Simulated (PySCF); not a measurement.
Match each property card to its molecule.

Structures:
1. `C=C(Cl)C(N)=O`
2. `[O]=[Mo]([F])([F])([F])[F]`
3. `[CH3][GeH2][S][GeH2][PH2]`
4. `C/C=C/Cl`

Card P (geometry PBE0-D3(BJ)/def2-SVP):
- Rotational constants A, B, C: 41.598, 2.446, 2.344 GHz
- Static isotropic polarisability (CAM-B3LYP/def2-SVPD): 53.6 au
- Lowest triplet excitation (Tamm–Dancoff) (TDA CAM-B3LYP/def2-SVPD): 4.08 eV
- Vertical ionisation energy (ΔSCF CAM-B3LYP/def2-SVPD): 9.45 eV
- HOMO energy (CAM-B3LYP/def2-SVPD): -8.48 eV

Card Q (geometry PBE0-D3(BJ)/def2-SVP):
* Rotational constants A, B, C: 4.679, 2.416, 1.593 GHz
* Static isotropic polarisability (B3LYP/def2-SVPD): 63.3 au
* Vertical ionisation energy (ΔSCF B3LYP/def2-SVPD): 9.81 eV
* HOMO energy (B3LYP/def2-SVPD): -7.61 eV
* Lowest triplet excitation (Tamm–Dancoff) (TDA B3LYP/def2-SVPD): 3.62 eV
* 13C chemical shifts (computed TMS as zero) by class (GIAO PBE0/pcSseg-1): 160.2 (1 C), 142.9 (1 C), 132.7 (1 C) ppm
* Isotropic shieldings of nuclei other than C and H, by class (GIAO PBE0/pcSseg-1): 155 (1 N), -46 (1 O), 742 (1 Cl) ppm

Card R (geometry PBE0-D3(BJ)/def2-SVP):
- Rotational constants A, B, C: 2.831, 2.831, 2.125 GHz
- Static isotropic polarisability (CAM-B3LYP/def2-SVPD): 43.4 au
- Lowest singlet excitation (TDDFT CAM-B3LYP/def2-SVPD): 5.09 eV (244 nm, f = 0.004 summed over 2 states within 0.01 eV)
- Lowest triplet excitation (Tamm–Dancoff) (TDA CAM-B3LYP/def2-SVPD): 4.89 eV
- HOMO energy (CAM-B3LYP/def2-SVPD): -13.63 eV

Card S (geometry PBE0-D3(BJ)/def2-SVP):
* Rotational constants A, B, C: 3.692, 0.518, 0.485 GHz
* Static isotropic polarisability (CAM-B3LYP/def2-SVPD): 127.9 au
* Vertical ionisation energy (ΔSCF CAM-B3LYP/def2-SVPD): 8.93 eV
* Dipole moment (CAM-B3LYP/def2-SVPD): 1.60 D
* Lowest singlet excitation (TDDFT CAM-B3LYP/def2-SVPD): 5.51 eV (225 nm, f = 0.008)

Species are written as SMILES; each is one conformer at its optimised geometry, gas phase (atoms past krypton carry core potentials, spin–orbit coupling is left out). Electronic properties by PySCF. NMR classes are plain means over equivalent atoms (diastereotopic ones count apart unless rotation or inversion swaps them), as if these changed places fast.

**Question.** Which card belongs to which structure?

**Answer.** P = 4, Q = 1, R = 2, S = 3. What ties each card to its structure:
- 1 (card Q), C3H4ClNO, monoisotopic mass 105.0 u, 6 heavy atoms: 3 C in 3 classes; the least shielded carbon (160.2 ppm) is an amide carbonyl carbon; an asymmetric top with C = 1.593 GHz; polarisability 63.3 au for 54 electrons.
- 2 (card R), F4MoO, monoisotopic mass 189.9 u, 6 heavy atoms: an oblate symmetric top with C = 2.125 GHz; polarisability 43.4 au for 86 electrons.
- 3 (card S), CH9Ge2PS, monoisotopic mass 231.9 u, 5 heavy atoms: an asymmetric top with C = 0.485 GHz, the lowest such constant on the cards; polarisability 127.9 au for 110 electrons; dipole 1.60 D.
- 4 (card P), C3H5Cl, monoisotopic mass 76.0 u, 4 heavy atoms: an asymmetric top with C = 2.344 GHz, the highest such constant on the cards; polarisability 53.6 au for 40 electrons.
